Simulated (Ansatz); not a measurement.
A structure relaxed at PBE-D4/def2-SVP in Ansatz, charge 0, singlet:

Cartesian coordinates in Å:
```
Ge -1.300 -0.195 -1.312
Ge 1.597 -0.453 0.831
Ge -0.825 -0.847 1.013
Ge 0.677 1.168 -0.775
H -1.013 -1.320 -2.340
H 2.380 0.061 2.069
H -1.316 0.415 1.829
H 0.076 2.284 0.172
H -2.642 0.508 -1.646
H 2.364 -1.621 0.158
```

Give its formula and point group.

the cluster Ge4H6 (the lowest singlet isomer of a short search). Point group C2v (tolerance 0.1 Å).

Summarise the bond lengths by kind (pairs closer than 1.2 times the sum of covalent radii, bridged metal pairs left out).

4 × Ge–Ge 2.46 Å; 6 × Ge–H 1.55 to 1.58 Å.

The restricted singlet is unstable towards broken spin symmetry in Hartree–Fock (as tested in another run); at PBE-D4/def2-SVP this wasn't settled. The structure comes from a short search, and lower isomers may exist.
